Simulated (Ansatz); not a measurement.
System: methyl-[(E)-prop-1-enyl]silane, C4H10Si (charge 0, singlet). SMILES: C[SiH2]/C=C/C
Structure (B3LYP-D3(BJ)/def2-TZVP (Ansatz, an electronic-structure program) minimum search):
```xyz
15

C      2.9237     0.3824     0.4020
C      1.5522    -0.2141     0.3733
C      0.5279     0.2177    -0.3646
Si    -1.1617    -0.5572    -0.3519
C     -2.4754     0.6550     0.2231
H      3.1867     0.7054     1.4138
H      3.6749    -0.3562     0.1064
H      3.0019     1.2407    -0.2660
H      1.4071    -1.0773     1.0207
H      0.7013     1.0826    -1.0053
H     -1.1214    -1.7378     0.5489
H     -1.5167    -1.0254    -1.7179
H     -2.5037     1.5331    -0.4257
H     -2.2712     0.9945     1.2403
H     -3.4660     0.1958     0.2086
```
Charge 0, spin multiplicity 1.

Property: atomisation energy (electronic, to ground-state atoms), in eV. Valence correlation only, unless marked. Open shells are spin-unrestricted. Spin-orbit coupling is left out. Non-relativistic unless marked X2C. The coupled-cluster limit lacks core correlation, which all-electron functionals hold. CBS marks a two-point X^-3 extrapolation of the correlation energy; Hartree-Fock from the larger set.

| level | program | atomisation energy (eV) |
|---|---|---|
| r2SCAN-D4/def2-TZVPD | Ansatz + dftd4 | 59.70 |
| PBE0/def2-SVP | Ansatz | 59.88 |

**Question.** Predict the CCSD(T)/CBS(cc-pV(T+d)Z,cc-pV(Q+d)Z) result (Ansatz).

**Answer.** 59.62 eV
